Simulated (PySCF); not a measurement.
## Levels of Hg⁺ from EOM-EA-GCCSD

Reference: closed-shell Hg²⁺, [Xe] 4f14 5d10; one electron is added. Calculated with PySCF 2.14, two-component X2C-1e with screened spin-orbit coupling, x2c-TZVPPall-2c with one added diffuse shell each of s, p, d, f type (12s12p11d4f1g, 140 functions); frozen [Kr] 4d10 4f14; the 38 highest virtual spinors dropped; of the others 108 kept and the rest restored at second order. No Breit or QED terms. Binding energies in eV.

```tsv
level	Koopmans	second order	EOM-CCSD	NIST
6s1/2	16.897	18.708	18.506	18.757
6p1/2	11.136	12.240	12.164	12.373
6p3/2	10.176	11.083	11.036	11.242
7s1/2	6.532	6.865	6.829	6.890
6d3/2	5.487	5.674	5.673	5.741
6d5/2	5.429	5.603	5.601	5.671
7p1/2	5.033	5.273	5.245	5.330
7p3/2	4.771	4.984	4.977	4.874
7d3/2	1.935	2.216	2.211	n/a
```

Electric-dipole lines between these computed levels:

```tsv
lower	upper	ΔE (eV)	vacuum wavelength (nm)
6s1/2	6p1/2	6.341	195.5
6s1/2	6p3/2	7.470	166.0
6s1/2	7p1/2	13.260	93.50
6s1/2	7p3/2	13.529	91.64
6p1/2	7s1/2	5.335	232.4
6p1/2	6d3/2	6.491	191.0
6p1/2	7d3/2	9.953	124.6
6p3/2	7s1/2	4.207	294.7
6p3/2	6d3/2	5.363	231.2
6p3/2	6d5/2	5.435	228.1
6p3/2	7d3/2	8.825	140.5
7s1/2	7p1/2	1.584	782.7
7s1/2	7p3/2	1.853	669.2
6d3/2	7p1/2	0.428	2898
```

Quantum defects δ = n − Z_c √(13.6057 eV / E) with Z_c = 2: 6s1/2 4.285, 6p1/2 3.885, 6p3/2 3.779, 7s1/2 4.177, 6d3/2 2.903, 6d5/2 2.883, 7p1/2 3.779, 7p3/2 3.693, 7d3/2 2.039.

Only part of the computed levels is shown.

The highest levels are limited by the diffuse functions of the basis.
